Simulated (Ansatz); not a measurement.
The molecule BCl, closed-shell singlet (the spin of the measured ground state).

D_e counts from the fitted minimum to each atom's lowest state at the same level, without counterpoise. The singlet is restricted.

Correlated levels freeze the cores. CBS: X⁻³ extrapolation of the correlation energy, Hartree–Fock from the larger set.

Codes used: Ansatz (Gaussian basis) for Hartree–Fock, density functionals and correlated methods. Each number belongs to the level named beside it.

PBE/def2-TZVPP gives 5.534 eV for the bond energy D_e.

### Question
Predict the shift from PBE, with its sign, for: r2SCAN/def2-TZVPP, B3LYP/def2-TZVPP, wB97M-V/def2-TZVPP, B2PLYP/def2-TZVPP, CCSD(T)/CBS(def2-TZVPP, def2-QZVPP).

### Answer
r2SCAN/def2-TZVPP -0.185; B3LYP/def2-TZVPP -0.361; wB97M-V/def2-TZVPP -0.080; B2PLYP/def2-TZVPP -0.316; CCSD(T)/CBS(def2-TZVPP, def2-QZVPP) -0.223 eV. 0 of 5 lie above PBE; the widest gap is to B3LYP/def2-TZVPP.

Doubts at one or more of the structures used: a restricted determinant that unrestricted orbitals would lower (CCSD(T)/CBS(def2-TZVPP, def2-QZVPP)).

Ansatz is a program for electronic structure.
